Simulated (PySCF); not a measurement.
C4H8O, charge +1, multiplicity 2. Atoms are numbered in the order given.

```xyz
13

C      2.0374    -0.0241    -0.2395
C      0.8078    -0.1080     0.6337
C     -0.5767    -0.0213    -0.0985
C     -1.8076     0.3054     0.7351
O     -0.6378    -0.2148    -1.2764
H      2.9148    -0.1004     0.4250
H      2.1078     0.9397    -0.7646
H      2.0893    -0.8432    -0.9699
H      0.6946    -1.0874     1.1419
H      0.7419     0.6808     1.4023
H     -1.7845     1.4006     0.8794
H     -1.7068    -0.1932     1.7099
H     -2.7198     0.0090     0.2030
```
Charge +1, spin multiplicity 2.

The structure is a stationary point at B3LYP-D3(BJ)/def2-SVP. The spin state was assumed, not searched. Other conformers were not sampled.

Method: ωB97X/def2-TZVP run with PySCF.

ESP charges are fitted to the potential on shells at 1.4 to 2.0 van der Waals radii. Atomic charges (e):

| atom | Löwdin | ESP fit | Mulliken spin |
|---|---|---|---|
| C1 | -0.27 | -0.42 | 0.00 |
| C2 | -0.18 | -0.02 | 0.17 |
| C3 | -0.18 | 0.51 | -0.04 |
| C4 | -0.17 | -0.49 | 0.14 |
| O5 | 0.47 | -0.04 | 0.72 |
| H6 | 0.16 | 0.19 | 0.01 |
| H7 | 0.14 | 0.16 | 0.00 |
| H8 | 0.14 | 0.16 | 0.00 |
| H9 | 0.19 | 0.14 | 0.00 |
| H10 | 0.18 | 0.12 | 0.00 |
| H11 | 0.18 | 0.23 | 0.00 |
| H12 | 0.17 | 0.20 | 0.00 |
| H13 | 0.16 | 0.25 | 0.00 |

### Question
Give the Mayer and Wiberg (Löwdin basis) orders of the bonds. (Estimate from the structure and the level; the computed values follow.)

### Answer

| bond | Mayer | Wiberg |
|---|---|---|
| C1–C2 | 1.01 | 1.32 |
| C2–C3 | 0.83 | 1.07 |
| C3–C4 | 0.90 | 1.21 |
| C3–O5 | 1.89 | 2.57 |
| C1–H6 | 0.95 | 0.87 |
| C1–H7 | 0.96 | 0.89 |
| C1–H8 | 0.95 | 0.89 |
| C2–H9 | 0.89 | 0.79 |
| C2–H10 | 0.93 | 0.81 |
| C4–H11 | 0.90 | 0.85 |
| C4–H12 | 0.93 | 0.86 |
| C4–H13 | 0.95 | 0.88 |
